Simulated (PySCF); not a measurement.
Polarisability and C₆ of Al(2+) (aluminium, charge +2)

[Ne] 3s1, 2S determinant. All numbers are calculated (PySCF 2.14, no relativity, point nucleus, in dyall-acv3z). Coupled (time-dependent) response in atomic units; α is the mean over directions.

```csv
method,mean α (bohr³),C₆ (like pair),S(−4)
UHF,15.43,43.98,271.2
PBE,13.64,36.54,214.7
PBE0,14.17,38.67,231.4
TPSSh,14.81,41.34,251.5
B97-3,13.96,37.90,223.9
```

S(−4) is the Cauchy moment in α(ω) = α(0) + S(−4) ω² + …

α(iu) at PBE0:

```json
{"u (hartree)": "0", "α(iu) (bohr³)": "14.17"}
{"u (hartree)": "0.0500", "α(iu) (bohr³)": "13.62"}
{"u (hartree)": "0.100", "α(iu) (bohr³)": "12.19"}
{"u (hartree)": "0.200", "α(iu) (bohr³)": "8.631"}
{"u (hartree)": "0.300", "α(iu) (bohr³)": "5.868"}
{"u (hartree)": "0.500", "α(iu) (bohr³)": "3.013"}
{"u (hartree)": "0.750", "α(iu) (bohr³)": "1.657"}
{"u (hartree)": "1.00", "α(iu) (bohr³)": "1.091"}
{"u (hartree)": "1.50", "α(iu) (bohr³)": "0.6356"}
{"u (hartree)": "2.00", "α(iu) (bohr³)": "0.4520"}
{"u (hartree)": "3.00", "α(iu) (bohr³)": "0.2899"}
{"u (hartree)": "5.00", "α(iu) (bohr³)": "0.1620"}
```

A single London oscillator, α(iu) = α/(1 + u²/ω²), gives C₆ = (3/4) ω α². Matching the computed C₆ needs ω = 4 × 38.67 / (3 × 14.17²) = 0.257 hartree.

For an ion, C₆ is the dispersion term alone; charge-induced terms of lower order in 1/R come first.
